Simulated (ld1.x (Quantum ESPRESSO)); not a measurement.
**Zn RRKJ: all-electron and pseudo phase curves**

| Quantity | Value |
| --- | --- |
| Element | Zn (Z = 30) |
| Generator | ld1.x (Quantum ESPRESSO) 7.5 |
| Type | norm-conserving RRKJ (Kleinman–Bylander form) |
| Functional | PBE |
| Relativity | scalar-relativistic |
| Frozen core | [Ar] |
| Valence charge | 12 |
| Reference configuration | 3d10 4s2 4p0 |
| Partial waves | 4p (bound, empty): rc 2.85 bohr; 3d (bound): rc 0.90 bohr; 4s (bound): rc 1.65 bohr |
| Local potential | the s channel |
| Core correction | none |
| rho0 | 0.001 |

The phase is arctan(r·u′/u) with u = r·R(r), unwrapped; energies in Ry, scanned from -3 to 5 Ry. A pole is an energy at which the radial function vanishes at the test radius. The pseudo phase is shifted by a multiple of π to meet the all-electron one at the reference energy, and phase errors are pseudo minus all-electron; the curves can meet again beyond the range given. Levels narrower than the energy grid can be missing from the lists of poles.

Problem. For each channel, where are the poles, and over which energies does the pseudopotential scatter like the atom?

Solution.

```csv
channel,radius (bohr),reference energy (Ry),"poles, all-electron","poles, pseudo",unbroken range about the reference energy with phases within 0.05 rad,phase error 1 Ry above the reference energy (rad)
s,3.10,-0.44,0.22,"0.22, 4.68",below 1.8,-0.002
p,3.10,-0.08,1.07,1.07,the whole range,-0.000
d,3.10,-0.75,"-0.72, 2.62","-0.72, 2.98",below 0.5,+0.019
```

Phases in the p channel:

| E (Ry) | all-electron | pseudo |
| --- | --- | --- |
| -3.00 | 1.374 | 1.374 |
| -2.76 | 1.365 | 1.365 |
| -2.52 | 1.354 | 1.354 |
| -2.28 | 1.341 | 1.341 |
| -2.04 | 1.325 | 1.325 |
| -1.80 | 1.306 | 1.306 |
| -1.56 | 1.281 | 1.281 |
| -1.32 | 1.249 | 1.249 |
| -1.08 | 1.203 | 1.203 |
| -0.84 | 1.134 | 1.134 |
| -0.60 | 1.015 | 1.015 |
| -0.36 | 0.770 | 0.770 |
| -0.12 | 0.155 | 0.155 |
| 0.12 | -0.762 | -0.763 |
| 0.36 | -1.211 | -1.211 |
| 0.60 | -1.401 | -1.401 |
| 0.84 | -1.505 | -1.505 |
| 1.08 | -1.573 | -1.574 |
| 1.32 | -1.626 | -1.627 |
| 1.56 | -1.673 | -1.674 |
| 1.80 | -1.720 | -1.720 |
| 2.04 | -1.772 | -1.773 |
| 2.28 | -1.837 | -1.839 |
| 2.52 | -1.931 | -1.933 |
| 2.76 | -2.086 | -2.091 |
| 3.00 | -2.399 | -2.409 |
| 3.24 | -3.068 | -3.086 |
| 3.48 | -3.819 | -3.830 |
| 3.72 | -4.194 | -4.198 |
| 3.96 | -4.370 | -4.372 |
| 4.20 | -4.469 | -4.470 |
| 4.44 | -4.532 | -4.532 |
| 4.68 | -4.576 | -4.576 |
| 4.92 | -4.610 | -4.609 |
